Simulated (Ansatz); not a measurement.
One change: `BC=O` becomes `O=CB[TeH]`.

Ansatz, PBE0-D4/def2-TZVP geometries, multiplicity 1. Each molecule was computed in one conformer, which needn't be the lowest.

Elements past krypton have def2 core potentials.  Spin–orbit coupling is left out; it splits and shifts lone-pair levels of the heavy atoms by tenths of an eV.

```json
{"property": "LUMO energy (ωB97M-V/def2-TZVPP) / eV", "`BC=O`": "0.65"}
{"property": "HOMO–LUMO gap (PBE0/def2-TZVPP) / eV", "`BC=O`": "6.31"}
{"property": "HOMO energy (PBE/def2-TZVPP) / eV", "`BC=O`": "-6.42"}
{"property": "HOMO energy (PBE0/def2-TZVPP) / eV", "`BC=O`": "-7.80"}
{"property": "HOMO–LUMO gap (PBE/def2-TZVPP) / eV", "`BC=O`": "3.70"}
{"property": "HOMO–LUMO gap (B3LYP/def2-TZVPP) / eV", "`BC=O`": "5.82"}
```

(1) What does the change do to each property? (Estimate.)

## Answers

(1) The calculation gave: 
| property | `O=CB[TeH]` | shift |
| --- | --- | --- |
| LUMO energy (ωB97M-V/def2-TZVPP) / eV | -0.14 | -0.79 |
| HOMO–LUMO gap (PBE0/def2-TZVPP) / eV | 5.02 | -1.29 |
| HOMO energy (PBE/def2-TZVPP) / eV | -5.53 | 0.89 |
| HOMO energy (PBE0/def2-TZVPP) / eV | -7.10 | 0.70 |
| HOMO–LUMO gap (PBE/def2-TZVPP) / eV | 2.57 | -1.13 |
| HOMO–LUMO gap (B3LYP/def2-TZVPP) / eV | 4.62 | -1.20 |

With PBE0 the HOMO rises by 0.70 eV and the LUMO falls by 0.60 eV, so the gap narrows by about 1.30 eV. PBE moves the HOMO by 0.89 eV and ωB97M-V by 0.71 eV. The zero-point energy changes by -1.5 kJ/mol with +3 modes.

B3LYP here is the variant with VWN-RPA as its local correlation; programs differ in this.
